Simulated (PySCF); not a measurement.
Gas-phase reaction: 2 HfCl3OH + 2 HO2 = HfCl4.H2O + 3 O + HfCl2(OH)2

Method: PySCF energies plus ideal-gas RRHO corrections (1 bar). † marks an energy on the PBE0/def2-TZVP geometry and frequencies. MP2 and CCSD(T) freeze the core. Open shells (unrestricted): HO2 (multiplicity 2), O (multiplicity 3, electronic degeneracy 9); the rest are closed-shell singlets. Spin-orbit splitting is ignored; it lowers the true energy and changes the entropy of O. Hf: scalar-relativistic def2 core potential, no spin-orbit coupling. Adducts (HfCl4.H2O) have no counterpoise correction, and HF, PBE, BLYP, B3LYP and PBE0 lack dispersion. HfCl3OH, HfCl4.H2O, HfCl2(OH)2: computed as isolated molecules; such fragments, hydroxides, amides, oligomers or adducts are transient or little studied in the gas. MP2 isn't extrapolated to the basis-set limit; its ΔH°(298 K) is 319.6 kJ in def2-SVP and 384.9 kJ in def2-TZVPP. CCSD(T) isn't extrapolated to the basis-set limit. The harmonic model lacks anharmonicity and excited electronic states, which grow with temperature; levels with a mode under 35 cm⁻¹ are left out. Soft modes under 120 cm⁻¹ make the harmonic entropy rough for HfCl3OH, HfCl4.H2O, HfCl2(OH)2.

| level | ΔE electronic, kJ | ΔH°(298 K), kJ | ΔS°(298 K), J/K | ΔG°(600 K), kJ |
|---|---|---|---|---|
| CCSD(T)/def2-SVP† | 316 | 312 | 95 | 251 |
| MP2/def2-SVP† | 324 | 320 | 95 | 258 |
| PBE0/def2-QZVP† | 471 | 467 | 95 | 406 |
| PBE0/def2-SVP† | 457 | 454 | 95 | 392 |
| r2SCAN/def2-TZVP† | 486 | 482 | 95 | 421 |
ΔH° is lowest at CCSD(T)/def2-SVP† and highest at r2SCAN/def2-TZVP†. No reference value is set beside these.
